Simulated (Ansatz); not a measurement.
Consider the formal exchange of groups at the In–C bond: `[CH3][In]([NH2])[NH2]` + `ClC(Br)Br` → `[NH2][In]([NH2])[Cl]` + `CC(Br)Br`.

Computed with Ansatz on PBE0-D4/def2-TZVP structures; ΔE is electronic, products minus reactants. CCSD(T)/CBS adds triple-zeta CCSD(T) − MP2 to the extrapolated MP2 energy (def2 sets, frozen cores). Functionals use def2-TZVPP. B3LYP here is the variant with VWN-RPA as its local correlation; programs differ in this. HSE06 is defined as in plane-wave codes. Elements past krypton have def2 core potentials. For Br, In outer-core shells are correlated without core-valence functions, which leaves a few kJ/mol of doubt a bond. Scalar relativity is left out up to krypton. Each species was taken in one conformer, which may not be the lowest.

```
             level  ΔE (kcal/mol)  difference from CCSD(T)/CBS
            PBE-D4          -44.0                          2.9
         revPBE-D4          -44.0                          2.9
           BLYP-D4          -44.2                          2.7
         r2SCAN-D4          -47.5                         -0.6
            B97M-V          -49.6                         -2.7
           PBE0-D4          -47.0                         -0.1
          B3LYP-D4          -46.6                          0.3
        r2SCANh-D4          -48.2                         -1.3
          HSE06-D4          -47.0                         -0.1
          BHLYP-D4          -50.1                         -3.2
      CAM-B3LYP-D4          -47.5                         -0.6
           ωB97X-V          -47.6                         -0.7
            B2PLYP          -47.1                         -0.2
          PBE-QIDH          -48.5                         -1.6
               PBE          -44.0                          2.9
            revPBE          -44.0                          2.9
              BLYP          -44.3                          2.6
              PBE0          -47.0                         -0.1
             B3LYP          -46.7                          0.2
           r2SCANh          -48.2                         -1.3
           r2SCAN0          -49.1                         -2.2
             HSE06          -47.0                         -0.1
             BHLYP          -50.3                         -3.4
         CAM-B3LYP          -47.5                         -0.6
           LC-ωPBE          -47.2                         -0.3
       HF/def2-SVP          -59.2                        -12.3
      MP2/def2-SVP          -52.5                         -5.6
     CCSD/def2-SVP          -52.8                         -5.9
  CCSD(T)/def2-SVP          -52.0                         -5.1
     HF/def2-TZVPP          -55.5                         -8.6
    MP2/def2-TZVPP          -46.6                          0.3
SCS-MP2/def2-TZVPP          -47.0                         -0.1
   CCSD/def2-TZVPP          -48.1                         -1.2
CCSD(T)/def2-TZVPP          -47.0                         -0.1
     HF/def2-QZVPP          -55.1                         -8.2
    MP2/def2-QZVPP          -46.4                          0.5
SCS-MP2/def2-QZVPP          -47.0                         -0.1
      HF/CBS(def2)          -55.1                         -8.2
     MP2/CBS(def2)          -46.5                          0.4
    CCSD/CBS(def2)          -47.9                         -1.0
       CCSD(T)/CBS          -46.9                            0
```

Largest T1 diagnostic among the species: 0.014.

From PBE to PBE0 (25 % exact exchange), in def2-TZVPP and without D4, ΔE moves by −3.0 kcal/mol. In def2-TZVPP, CCSD(T) changes the Hartree–Fock value by +8.4 kcal/mol (the triples alone add +1.0 kcal/mol) and MP2 by +8.8 kcal/mol. Leaving LDA and LC-ωPBE aside and taking each functional with its dispersion term where it has one, the values spread over 6.2 kcal/mol, from BHLYP-D4 to PBE-D4.
